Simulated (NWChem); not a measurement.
Molecule: GeH2, singlet; SMILES [GeH2]

Computed with NWChem. Low-valent species are run as closed-shell singlets; no triplet was tried in these runs. All runs use the structure optimised with PBE0/def2-SVP. Ions are spin-unrestricted doublets at the neutral geometry; other ion states weren't tried.

For level CAM-B3LYP/def2-TZVP:

```yaml
vertical ionisation energy, ΔSCF (eV): 9.54
"−ε(HOMO) (eV)": 8.19
```

What are these values for level Hartree-Fock/def2-TZVP?

The vertical ionisation energy, ΔSCF (eV) is 8.47. The −ε(HOMO) (eV) comes out as 9.20.
